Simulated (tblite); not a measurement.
Start geometry of `C#Cc1[c]coc1` [radical] from a force field or distance geometry (Å):
```
atom  x, y, z in Å
C1     2.8328    0.0769   -0.0778
C2     1.6040    0.0801   -0.0788
C3     0.1827    0.0598   -0.0325
C4    -0.6744    1.1085   -0.4216
C5    -1.9977    0.6785   -0.2195
O6    -1.9454   -0.5453    0.2345
C7    -0.6839   -0.9403    0.3599
H8     3.8850    0.1050   -0.0725
H9    -2.8523    1.2962   -0.4438
H10   -0.3420   -1.9148    0.7296
```

Q: What comes out of this run: GFN2-xTB geometry optimisation, gas phase (tblite 0.8.0)?

A: 
```
atom  x, y, z in Å
C1     2.8138    0.0838   -0.0734
C2     1.6136    0.0714   -0.0514
C3     0.2100    0.0901   -0.0389
C4    -0.6677    1.1350   -0.4217
C5    -1.9379    0.7187   -0.2463
O6    -1.9287   -0.5490    0.2328
C7    -0.6401   -0.9154    0.3533
H8     3.8623    0.0826   -0.0897
H9    -2.8855    1.1874   -0.4096
H10   -0.4309   -1.9000    0.7224
```

The energy falls by 7.0 kcal/mol over 27 L-BFGS steps, the largest force on an atom goes from 3.80 to 0.006 eV/Å, and the atoms move by 0.060 Å rms after alignment. The bond that changes most is C4–C5 (ends: carbon bonded to 2 C; carbon bonded to C, O and H), which shortens by 0.058 Å. Bonds longer at the end by more than 0.005 Å: 3 of 10; shorter: 6. Among the angles that change most is O6–C5–H9, from 129.9° to 118.0°. Rotational constants go from 10758, 1885, 1604 to 10634, 1920, 1626 MHz. The orientation of the end geometry is arbitrary; only internal coordinates are fixed.

Time: under 0.1 s wall. Hardware: one thread of an Arm Neoverse V2, on a shared host.

Its GFN2-xTB frequencies are all real (lowest 146 cm⁻¹).

All values are computed, not measured.
